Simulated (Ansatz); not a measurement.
**Ligand exchange: CBrCl2F + C4H7ClSi → CCl3F + C4H7BrSi**

Species: CBrCl2F (bromodichlorofluoromethane) `FC(Cl)(Cl)Br`, singlet; C4H7ClSi `C=C[SiH](Cl)C=C`, singlet; CCl3F (trichlorofluoromethane) `FC(Cl)(Cl)Cl`, singlet; C4H7BrSi `C=C[SiH](Br)C=C`, singlet. The partners trade Br for Cl: C–Br and Si–Cl bonds give way to C–Cl and Si–Br.

Shapes, held fixed at every level: PBE0-D4/def2-TZVP. Flexible molecules stand in one conformer, not always the lowest. Programs: Ansatz 0.2.0. Electronic energies: no zero-point or thermal term.

| level | kind | ΔE (kJ/mol) | less CCSD(T)/def2-TZVPP |
| --- | --- | --- | --- |
| HF/def2-TZVPP | Hartree–Fock | 0.0 | -3.4 |
| PBE-D4/def2-TZVPP | GGA | +1.9 | -1.5 |
| B3LYP-D4/def2-TZVPP | global hybrid | +4.5 | +1.1 |
| PBE0-D4/def2-TZVPP | global hybrid | 0.0 | -3.4 |
| wB97X-V/def2-TZVPP | range-separated hybrid | +1.6 | -1.8 |
| MP2/def2-TZVPP | perturbation theory | +3.9 | +0.5 |
| CCSD/def2-TZVPP | coupled cluster or CI | +3.3 | -0.1 |
| CCSD(T)/def2-TZVPP | coupled cluster or CI | +3.4 | 0.0 |

The highest level, CCSD(T)/def2-TZVPP, gives ΔE = +3.4 kJ/mol; the levels span 0.0 to +4.5. That is about zero within the method's error. They disagree on the sign: 7 of 8 are positive. The column of differences is taken from that level and isn't an error. No measured value is set beside it here. Relativity is left out for Br. Outer-core shells of Br are correlated, in sets that cover them unevenly.
